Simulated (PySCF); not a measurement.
C4H2ClN3O2.
Bonds: O1–C2 (double), C2–O3, C2–C4, C4–N5 (aromatic), N5–C6 (aromatic), C6–N7 (aromatic), N7–C8 (aromatic), C8–Cl9, C8–N10 (aromatic), C4–N10 (aromatic). Hydrogens: H11 on O3; H12 on C6.

The same species was optimised twice, with GFN2-xTB and with PBE0-D3(BJ)/def2-SVP (PySCF), and the same property calculations (PySCF, gas phase) were run on both structures.

| coordinate | GFN2-xTB | PBE0-D3(BJ)/def2-SVP | change |
| --- | --- | --- | --- |
| C8–Cl9 (Å) | 1.691 | 1.716 | +0.025 |
| C6–N7 (Å) | 1.321 | 1.330 | +0.009 |
| N5–C6 (Å) | 1.320 | 1.327 | +0.007 |
| C2–C4 (Å) | 1.509 | 1.516 | +0.007 |
| C4–N10 (Å) | 1.324 | 1.329 | +0.005 |
| C4–N5 (Å) | 1.325 | 1.328 | +0.003 |
| C2–O3 (Å) | 1.326 | 1.328 | +0.002 |
| C8–N10 (Å) | 1.322 | 1.323 | +0.001 |
| N7–C8 (Å) | 1.324 | 1.323 | -0.001 |
| O1=C2 (Å) | 1.198 | 1.198 | 0.000 |
| C2–C4–N5 (°) | 117.3 | 116.2 | -1.1 |
| N7–C8–N10 (°) | 125.2 | 126.0 | +0.8 |
| O1–C2–C4 (°) | 123.8 | 123.1 | -0.7 |
| N5–C4–N10 (°) | 124.8 | 125.5 | +0.7 |
| C4–N10–C8 (°) | 114.9 | 114.3 | -0.6 |
| C4–N5–C6 (°) | 115.1 | 114.5 | -0.6 |
| N7–C8–Cl9 (°) | 117.5 | 117.0 | -0.5 |
| C6–N7–C8 (°) | 114.8 | 114.3 | -0.5 |
| O1–C2–C4–N5 (°) | 0 | -5 | -5 |

Rotational constants: A = 2401, B = 773.9, C = 585.2 MHz (GFN2-xTB) against A = 2396, B = 764.5, C = 580.0 MHz (PBE0-D3(BJ)/def2-SVP).

On the GFN2-xTB structure: lowest singlet, TDDFT (eV) 4.06 [wB97X-D/def2-SVPD]; lowest triplet, Tamm–Dancoff (eV) 3.72 [wB97X-D/def2-SVPD]; isotropic polarisability (au) 84.6 [wB97X-D/def2-SVPD]; HOMO (eV) -10.38 [wB97X-D/def2-SVPD]; LUMO (eV) -1.21 [wB97X-D/def2-SVPD]; dipole (D) 0.77 [wB97X-D/def2-SVPD]; HOMO (eV) -8.41 [PBE0/pcSseg-1]; LUMO (eV) -2.89 [PBE0/pcSseg-1]; dipole (D) 0.74 [PBE0/pcSseg-1]; GIAO shielding of O1 (ppm) -117.7 [PBE0/pcSseg-1]; GIAO shielding of C2 (ppm) 20.9 [PBE0/pcSseg-1]; GIAO shielding of O3 (ppm) 127.6 [PBE0/pcSseg-1]; GIAO shielding of C4 (ppm) 18.9 [PBE0/pcSseg-1]; GIAO shielding of N5 (ppm) -49.7 [PBE0/pcSseg-1]; GIAO shielding of C6 (ppm) 12.5 [PBE0/pcSseg-1]; GIAO shielding of N7 (ppm) -59.9 [PBE0/pcSseg-1]; GIAO shielding of C8 (ppm) 1.8 [PBE0/pcSseg-1].

Question: What do these properties become on the PBE0-D3(BJ)/def2-SVP structure?

Answer: 
| property | level | on GFN2-xTB | on PBE0-D3(BJ)/def2-SVP | change |
| --- | --- | --- | --- | --- |
| lowest singlet, TDDFT (eV) | wB97X-D/def2-SVPD | 4.06 | 4.12 | +0.06 |
| lowest triplet, Tamm–Dancoff (eV) | wB97X-D/def2-SVPD | 3.72 | 3.77 | +0.05 |
| isotropic polarisability (au) | wB97X-D/def2-SVPD | 84.6 | 85.1 | +0.5 |
| HOMO (eV) | wB97X-D/def2-SVPD | -10.38 | -10.47 | -0.09 |
| LUMO (eV) | wB97X-D/def2-SVPD | -1.21 | -1.24 | -0.03 |
| dipole (D) | wB97X-D/def2-SVPD | 0.77 | 0.52 | -0.25 |
| energy, GFN2-xTB geometry as zero (kcal/mol) | wB97X-D/def2-SVPD | 0.0 | -0.7 | -0.7 |
| HOMO (eV) | PBE0/pcSseg-1 | -8.41 | -8.50 | -0.09 |
| LUMO (eV) | PBE0/pcSseg-1 | -2.89 | -2.93 | -0.04 |
| dipole (D) | PBE0/pcSseg-1 | 0.74 | 0.51 | -0.23 |
| energy, GFN2-xTB geometry as zero (kcal/mol) | PBE0/pcSseg-1 | 0.0 | -0.8 | -0.8 |
| GIAO shielding of O1 (ppm) | PBE0/pcSseg-1 | -117.7 | -115.5 | +2.2 |
| GIAO shielding of C2 (ppm) | PBE0/pcSseg-1 | 20.9 | 19.8 | -1.1 |
| GIAO shielding of O3 (ppm) | PBE0/pcSseg-1 | 127.6 | 125.0 | -2.6 |
| GIAO shielding of C4 (ppm) | PBE0/pcSseg-1 | 18.9 | 17.2 | -1.7 |
| GIAO shielding of N5 (ppm) | PBE0/pcSseg-1 | -49.7 | -52.5 | -2.8 |
| GIAO shielding of C6 (ppm) | PBE0/pcSseg-1 | 12.5 | 9.5 | -3.0 |
| GIAO shielding of N7 (ppm) | PBE0/pcSseg-1 | -59.9 | -61.7 | -1.8 |
| GIAO shielding of C8 (ppm) | PBE0/pcSseg-1 | 1.8 | -0.3 | -2.1 |

The heavy atoms differ by 0.047 Å rms after alignment. Among bonds between heavy atoms C8–Cl9 changes most (+0.025 Å). Changes are differences of the printed values. Neither structure is proved a minimum here.

Shape of the structure used: `[O:1]=[C:2]([OH:3])[c:4]1[n:5][cH:6][n:7][c:8]([Cl:9])[n:10]1`: O1–C2–C4–N5 -5°, H–O3–C2–O1 0°.

The pairwise dispersion term of wB97X-D wasn't added to the energies; at a given geometry it leaves orbitals and properties as they are.
